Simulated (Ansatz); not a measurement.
The cluster Zn3F4⁺. Total charge 1; doublet. Geometry r2SCAN-D4/def2-SVP.

```xyz
7

Zn    1.267   -2.298   -0.154
Zn   -1.466    0.705    0.625
Zn    1.155    0.657   -0.766
F    -0.050   -0.664    0.188
F    -0.187    1.822   -0.315
F    -2.969    0.541    1.457
F     2.250   -0.764   -1.034
```

Another isomer (doublet) lies 0.08 eV lower at PBE0-D4/def2-TZVP; other spin states weren't run for this one.

**Question.** Estimate the α-spin orbital energies around the gap (eV) in Ansatz with LDA (SPW92)/def2-TZVP, r2SCAN-D4/def2-TZVP, PBE0-D4/def2-SVP, PBE0-D4/def2-TZVP, ωB97X-V/def2-TZVP.

**Answer.** 
```csv
orbital,LDA (SPW92)/def2-TZVP,r2SCAN-D4/def2-TZVP,PBE0-D4/def2-SVP,PBE0-D4/def2-TZVP,ωB97X-V/def2-TZVP
HOMO−13,-17.40,-17.33,-19.31,-19.81,-22.30
HOMO−12,-16.80,-16.79,-18.26,-18.64,-21.25
HOMO−11,-16.74,-16.74,-18.23,-18.60,-21.21
HOMO−10,-16.29,-16.31,-17.60,-18.01,-20.58
HOMO−9,-15.99,-16.00,-17.33,-17.73,-20.31
HOMO−8,-15.83,-16.00,-17.25,-17.63,-20.29
HOMO−7,-15.34,-15.55,-16.77,-17.15,-19.77
HOMO−6,-15.13,-15.29,-16.45,-16.87,-19.47
HOMO−5,-14.97,-15.06,-16.27,-16.68,-19.21
HOMO−4,-14.87,-14.97,-16.18,-16.54,-19.09
HOMO−3,-13.58,-13.41,-14.18,-14.80,-17.31
HOMO−2,-12.45,-12.48,-13.30,-13.94,-16.50
HOMO−1,-12.36,-12.39,-13.23,-13.87,-16.43
HOMO,-10.86,-10.79,-10.91,-11.27,-13.20
LUMO,-8.99,-8.42,-7.41,-7.70,-5.61
LUMO+1,-7.21,-6.50,-5.30,-5.77,-3.66
LUMO+2,-6.45,-6.01,-4.09,-5.46,-3.59
LUMO+3,-5.91,-5.39,-3.69,-4.83,-2.91
LUMO+4,-5.22,-4.59,-2.49,-4.09,-2.11
LUMO+5,-4.86,-4.19,-2.32,-3.72,-1.89
β HOMO,-12.35,-12.38,-13.23,-13.87,-16.42
β LUMO,-10.07,-9.09,-8.07,-8.41,-6.26
```
